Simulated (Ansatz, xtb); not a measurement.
CH5AlBeO2: which of two isomers lies lower

We compare I, `[BeH][O][Al]([CH3])[OH]`, a singlet, with II, `[CH3][Be][O][AlH][OH]`, a singlet. Both are isolated molecules in the gas phase, relaxed with PBE0-D3(BJ)/def2-SVP; the shapes shown needn't be the lowest conformers.

I (Å):

```yaml
atoms:
  - { symbol: C, position_ang: [0.2499, -0.1460, 1.2588] }
  - { symbol: Al, position_ang: [-1.6096, 0.3270, 1.0003] }
  - { symbol: Be, position_ang: [-3.6603, -0.1236, 3.3138] }
  - { symbol: O, position_ang: [-2.7801, 0.1046, 2.2258] }
  - { symbol: O, position_ang: [-2.0797, 0.9838, -0.4977] }
  - { symbol: H, position_ang: [-4.4894, -0.3384, 4.3383] }
  - { symbol: H, position_ang: [0.3596, -1.2175, 1.4931] }
  - { symbol: H, position_ang: [0.8475, 0.0704, 0.3606] }
  - { symbol: H, position_ang: [0.6885, 0.4095, 2.1039] }
  - { symbol: H, position_ang: [-2.9698, 1.2510, -0.7306] }
```

II (Å):

```xyz
10

C     1.8257   -0.0919    0.8512
Al   -2.8876    0.4187    0.1669
Be    0.1846    0.1432    0.6071
O    -1.2055    0.3458    0.3999
O    -3.6934    1.8884   -0.1006
H     2.3794   -0.1629   -0.1013
H     2.0312   -1.0217    1.4095
H     2.2832    0.7328    1.4250
H    -3.7793   -0.8739    0.1868
H    -3.3022    2.7617   -0.1431
```

Quicker runs give these differences E(II) − E(I): GFN2-xTB +11.64 kcal/mol; HF/STO-3G +9.98 kcal/mol (at GFN2-xTB geometries); r2SCAN-D4/def2-SVP −0.88 kcal/mol (at GFN2-xTB geometries).

Q: Estimate E(II) − E(I) at the level CCSD(T)/def2-SVP + ΔMP2/def2-TZVPP.

A: Too close to call at this level: CCSD(T)/def2-SVP + ΔMP2/def2-TZVPP gives E(II) − E(I) = −0.10 kcal/mol.

Level by level:

```
                             level              geometry  E(II) − E(I) (kcal/mol)  departure from the last row (kcal/mol)  job, with rough time for the two
                          GFN2-xTB              GFN2-xTB                    +11.64                                  +11.73              optimisation, 0.46 s
                         HF/STO-3G              GFN2-xTB                     +9.98                                  +10.08              single point, 0.36 s
                r2SCAN-D4/def2-SVP              GFN2-xTB                     −0.88                                   −0.79               single point, 3.2 s
              PBE0-D3(BJ)/def2-SVP  PBE0-D3(BJ)/def2-SVP                     −1.76                                   −1.67                optimisation, 77 s
                       HF/def2-SVP  PBE0-D3(BJ)/def2-SVP                     −1.94                                   −1.84           part of the CCSD(T) run
                      MP2/def2-SVP  PBE0-D3(BJ)/def2-SVP                     −0.95                                   −0.86           part of the CCSD(T) run
                  CCSD(T)/def2-SVP  PBE0-D3(BJ)/def2-SVP                     −1.13                                   −1.04                      single point
CCSD(T)/def2-SVP + ΔMP2/def2-TZVPP  PBE0-D3(BJ)/def2-SVP                     −0.10                                                        single point, 18 s
```

As drawn, II has 1 C–Be, 1 Al–H in place of 1 C–Al, 1 Be–H.

The largest departure from CCSD(T)/def2-SVP + ΔMP2/def2-TZVPP is that of GFN2-xTB, 11.73 kcal/mol. The last row adds to CCSD(T) the change of the MP2 difference between the two basis sets, here +1.04 kcal/mol.

With harmonic frequencies from PBE0-D3(BJ)/def2-SVP (ideal gas, rigid rotor, one conformer each, 298.15 K, 1 atm): on the last row, ΔE + ΔZPE = +0.04 kcal/mol. A mode under 50 cm⁻¹ makes harmonic enthalpies and free energies unreliable, so none is given.

The correlated steps freeze 8 core orbitals; the last core shell of Be is correlated, in a basis made for valence electrons. Programs: Ansatz 0.2.0, xtb 6.7.1; the last row on 2 threads of Arm Neoverse V2 on a shared host.
